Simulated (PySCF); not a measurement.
# Computed records: AlB2H4N, AlBH4O, AlClH2O, B2H3N and others

Calculation on a computer-drawn molecule: optimised geometry and harmonic frequencies of an isolated molecule of the commonest isotopes, restricted reference for singlets and unrestricted otherwise, frozen core in MP2. Program: PySCF 2.14.0.

(1) AlB2H4N

Start structure:
```xyz
8
AlB2H4N
B     -3.9008    -0.1093    -2.4080
B     -2.5784     0.1001    -1.4680
N     -1.5510     0.1876    -0.7138
Al    -0.0338     0.4506     0.3061
H     -4.6495     0.7996    -2.6041
H     -4.0666    -1.0689    -2.9078
H      0.9370    -0.7230     0.4256
H      0.1630     1.7463     1.0392
```

It was run with charge 0, multiplicity 1, method HF and basis cc-pV(D+d)Z.

It finds rotational constants 85.1, 2.123, 2.108 GHz; total energy -348.0931 hartree; convergence status largest gradient component 6.006e-06 hartree/bohr.

Drawn bonds:
| atom | other atom | order |
| --- | --- | --- |
| 1 | 2 | 1 |
| 2 | 3 | 2 |
| 3 | 4 | 1 |
| 1 | 5 | 1 |
| 1 | 6 | 1 |
| 4 | 7 | 1 |
| 4 | 8 | 1 |

Optimised structure:
```xyz
8
AlB2H4N
B     -3.8997    -0.0907    -2.4128
B     -2.5254     0.0961    -1.4413
N     -1.5094     0.2341    -0.7229
Al    -0.0719     0.4294     0.2936
H     -4.0756     0.6166    -3.3616
H     -4.7125    -0.9323    -2.1629
H      1.2380    -0.3777    -0.0525
H     -0.1234     1.4074     1.5297
```

Modes:
| frequency (cm⁻¹) | reduced mass (dalton) |
| --- | --- |
| 93.36 | 4.43 |
| 103.1 | 3.641 |
| 106.2 | 1.008 |
| 331.4 | 2.909 |
| 339.7 | 4.542 |
| 536.2 | 5.289 |
| 606.2 | 1.291 |
| 670.6 | 1.184 |
| 824.6 | 1.614 |
| 852.6 | 1.068 |
| 900.5 | 6.932 |
| 1013 | 1.418 |
| 1278 | 1.163 |
| 1994 | 1.061 |
| 2004 | 1.039 |
| 2067 | 9.977 |
| 2704 | 1.056 |
| 2783 | 1.126 |

(2) AlBH4O

Start structure:
```xyz
7
AlBH4O
O     -1.8873    -1.3588     2.4809
B     -0.5216    -1.1505     2.0265
Al    -1.9622     0.0065     1.1477
H     -1.9956    -2.0040     3.1069
H      0.3992    -1.8556     2.5105
H     -2.5529     1.2825     1.8419
H     -2.8798    -0.5274     0.0155
```

It was run with charge 0, multiplicity 1, method HF and basis cc-pV(D+d)Z.

It finds rotational constants 39.01, 4.172, 3.988 GHz; total energy -343.8077 hartree; convergence status largest gradient component 1.736e-05 hartree/bohr.

Drawn bonds:
| atom | other atom | order |
| --- | --- | --- |
| 1 | 2 | 1 |
| 2 | 3 | 1 |
| 1 | 4 | 1 |
| 2 | 5 | 1 |
| 3 | 6 | 1 |
| 3 | 7 | 1 |

Optimised structure:
```xyz
7
AlBH4O
O     -1.8624    -1.9983     3.0897
B     -1.1154    -1.2578     2.2315
Al    -2.1277     0.1985     0.9860
H     -1.3607    -2.6146     3.6038
H      0.0822    -1.4572     2.2134
H     -2.3370     1.7007     1.4622
H     -2.6791    -0.1786    -0.4566
```

Modes:
| frequency (cm⁻¹) | reduced mass (dalton) |
| --- | --- |
| 90.09 | 1.198 |
| 205 | 3.967 |
| 356.6 | 1.054 |
| 514.8 | 2.851 |
| 639.9 | 1.254 |
| 642.3 | 1.428 |
| 850.9 | 1.075 |
| 923.4 | 1.384 |
| 1068 | 1.031 |
| 1268 | 2.011 |
| 1366 | 2.857 |
| 1945 | 1.058 |
| 1956 | 1.028 |
| 2584 | 1.089 |
| 4134 | 1.066 |

(3) AlClH2O

Start structure:
```xyz
5
AlClH2O
O     -0.5760     2.2216    -1.8730
Al    -0.7468     1.1522    -0.5951
Cl    -1.9034     1.7087     1.0818
H     -0.9240     3.0890    -1.9946
H     -0.0566    -0.2409    -0.6463
```

It was run with charge 0, multiplicity 1, method MP2 and basis cc-pV(D+d)Z.

Results for AlClH2O: rotational constants 25.01, 3.624, 3.165 GHz; total energy -777.9753 hartree; convergence status largest gradient component 2.26e-05 hartree/bohr.

Drawn bonds:
| atom | other atom | order |
| --- | --- | --- |
| 1 | 2 | 1 |
| 2 | 3 | 1 |
| 1 | 4 | 1 |
| 2 | 5 | 1 |

Optimised structure:
```xyz
5
AlClH2O
O     -0.5496     2.2098    -1.9121
Al    -0.7486     1.1538    -0.5931
Cl    -1.9066     1.7210     1.0769
H     -0.9458     3.0873    -1.9522
H     -0.0562    -0.2413    -0.6467
```

Modes:
| frequency (cm⁻¹) | reduced mass (dalton) |
| --- | --- |
| 206 | 5.475 |
| 386.4 | 1.307 |
| 508.6 | 9.297 |
| 510.3 | 1.162 |
| 607.9 | 1.215 |
| 694 | 1.21 |
| 877.1 | 6.291 |
| 2055 | 1.044 |
| 3933 | 1.067 |

(4) B2H3N

Start structure:
```xyz
6
B2H3N
B     -0.6277     0.4222    -1.3249
N      0.4905     0.8380    -1.6688
B      1.7588     1.3098    -2.0586
H     -1.6824     0.0299    -1.0005
H      1.8601     2.3685    -2.6180
H      2.7395     0.6534    -1.8315
```

Settings of this run: charge 0, multiplicity 1, method MP2 and basis cc-pVDZ.

It finds rotational constants 227, 9.375, 9.003 GHz; total energy -105.9184 hartree; convergence status largest gradient component 2.609e-06 hartree/bohr.

Drawn bonds:
| atom | other atom | order |
| --- | --- | --- |
| 1 | 2 | 2 |
| 2 | 3 | 1 |
| 1 | 4 | 1 |
| 3 | 5 | 1 |
| 3 | 6 | 1 |

Optimised structure:
```xyz
6
B2H3N
B     -0.6467     0.4151    -1.3190
N      0.4976     0.8406    -1.6708
B      1.7762     1.3162    -2.0639
H     -1.7088     0.0202    -0.9925
H      1.8662     2.3808    -2.6251
H      2.7545     0.6490    -1.8310
```

Modes:
| frequency (cm⁻¹) | reduced mass (dalton) |
| --- | --- |
| 191.2 | 3.571 |
| 221.6 | 2.96 |
| 684.6 | 1.303 |
| 747.2 | 1.346 |
| 965.1 | 1.359 |
| 1002 | 2.977 |
| 1054 | 1.358 |
| 1292 | 1.298 |
| 1888 | 5.944 |
| 2623 | 1.051 |
| 2706 | 1.131 |
| 2914 | 1.176 |

(5) CH4Al

Start structure:
```xyz
6
CH4Al
C     -1.8064     1.6665    -1.2482
Al    -1.2284     3.2845    -0.5036
H     -1.4500     0.8330    -0.5955
H     -2.8654     1.5944    -1.3422
H     -1.3788     1.5179    -2.2716
H     -0.7033     4.7377     0.0457
```

It was run with charge 1, multiplicity 1, method HF and basis cc-pV(D+d)Z.

The calculation gives: rotational constants 158.3, 11.15, 11.15 GHz; total energy -281.8483 hartree; convergence status largest gradient component 1.506e-05 hartree/bohr.

Drawn bonds:
| atom | other atom | order |
| --- | --- | --- |
| 1 | 2 | 1 |
| 1 | 3 | 1 |
| 1 | 4 | 1 |
| 1 | 5 | 1 |
| 2 | 6 | 1 |

Optimised structure:
```xyz
6
CH4Al
C     -1.7868     1.6506    -1.2525
Al    -1.2062     3.3312    -0.5319
H     -1.4517     0.8315    -0.6100
H     -2.8784     1.6273    -1.3159
H     -1.3707     1.5084    -2.2538
H     -0.7385     4.6849     0.0488
```

Modes:
| frequency (cm⁻¹) | reduced mass (dalton) |
| --- | --- |
| 395.4 | 1.078 |
| 395.4 | 1.078 |
| 671.4 | 5.217 |
| 768.4 | 1.25 |
| 768.4 | 1.25 |
| 1333 | 1.188 |
| 1515 | 1.051 |
| 1515 | 1.051 |
| 2152 | 1.047 |
| 3163 | 1.032 |
| 3266 | 1.102 |
| 3266 | 1.102 |

(6) B2ClH2

Start structure:
```xyz
5
B2ClH2
B     -2.2585     2.2992     0.4824
B     -1.7900     1.3624     1.7078
Cl    -0.4523     0.2026     1.4784
H     -2.6112     2.9906    -0.4073
H     -2.3069     1.4095     2.7839
```

Here we set charge 0, multiplicity 2, method MP2 and basis cc-pV(D+d)Z.

The calculation gives: rotational constants 49.17, 5.715, 5.12 GHz; total energy -510.2736 hartree; spin squared 0.7579; convergence status largest gradient component 2.409e-05 hartree/bohr.

Drawn bonds:
| atom | other atom | order |
| --- | --- | --- |
| 1 | 2 | 1 |
| 2 | 3 | 1 |
| 1 | 4 | 1 |
| 2 | 5 | 1 |

Optimised structure:
```xyz
5
B2ClH2
B     -2.2559     2.2956     0.4851
B     -1.7852     1.3570     1.7105
Cl    -0.4547     0.2080     1.4703
H     -2.6100     2.9917    -0.4127
H     -2.3131     1.4120     2.7920
```

Modes:
| frequency (cm⁻¹) | reduced mass (dalton) |
| --- | --- |
| 174.4 | 2.896 |
| 416.4 | 1.247 |
| 690.7 | 2.612 |
| 702.2 | 1.488 |
| 833.6 | 2.081 |
| 952.9 | 1.415 |
| 1176 | 3.433 |
| 2674 | 1.092 |
| 2823 | 1.11 |

(7) CH3AlN

Start structure:
```xyz
6
CH3AlN
C      0.6590     0.9845     0.1663
N     -0.2566     0.6304    -0.5681
Al    -1.2052     0.9392    -2.0440
H      1.7435     0.7699     0.0442
H      0.4807     1.4032     1.2027
H     -1.4407     1.3096    -3.6004
```

Settings of this run: charge 0, multiplicity 2, method HF and basis cc-pV(D+d)Z.

The calculation gives: rotational constants 141.3, 5.124, 5.117 GHz; total energy -335.9518 hartree; spin squared 0.8029; convergence status largest gradient component 2.35e-05 hartree/bohr.

Drawn bonds:
| atom | other atom | order |
| --- | --- | --- |
| 1 | 2 | 1 |
| 2 | 3 | 2 |
| 1 | 4 | 1 |
| 1 | 5 | 1 |
| 3 | 6 | 1 |

Optimised structure:
```xyz
6
CH3AlN
C      0.6648     1.0002     0.1471
N     -0.1229     0.8388    -0.8024
Al    -1.2737     0.4948    -2.0737
H      1.6909     0.6137     0.1345
H      0.3878     1.5456     1.0572
H     -1.3662     1.5438    -3.2620
```

Modes:
| frequency (cm⁻¹) | reduced mass (dalton) |
| --- | --- |
| 127.6 | 3.798 |
| 226.6 | 3.537 |
| 436 | 1.037 |
| 638.7 | 1.325 |
| 696.7 | 5.053 |
| 1203 | 1.35 |
| 1283 | 1.326 |
| 1624 | 1.133 |
| 1797 | 7.093 |
| 1928 | 1.05 |
| 3143 | 1.046 |
| 3210 | 1.119 |

(8) AlBHN

Start structure:
```xyz
4
AlBHN
B     -0.2635     2.6587     1.3663
N      0.0255     2.3147     0.3042
Al     0.4411     1.6247    -1.3272
H     -0.6285     3.1395     2.4871
```

It was run with charge 0, multiplicity 1, method HF and basis cc-pV(D+d)Z.

Results for AlBHN: rotational constants 5.575, 5.575 GHz; total energy -321.6782 hartree; convergence status largest gradient component 4.338e-05 hartree/bohr.

Drawn bonds:
| atom | other atom | order |
| --- | --- | --- |
| 1 | 2 | 2 |
| 2 | 3 | 1 |
| 1 | 4 | 1 |

Optimised structure:
```xyz
4
AlBHN
B     -0.3024     2.7105     1.4124
N      0.0113     2.2682     0.2838
Al     0.4621     1.6343    -1.3356
H     -0.5964     3.1247     2.4698
```

Modes:
| frequency (cm⁻¹) | reduced mass (dalton) |
| --- | --- |
| 137.3 | 4.534 |
| 137.3 | 4.534 |
| 642.9 | 11.8 |
| 836.1 | 1.358 |
| 836.1 | 1.358 |
| 1911 | 5.316 |
| 2975 | 1.186 |
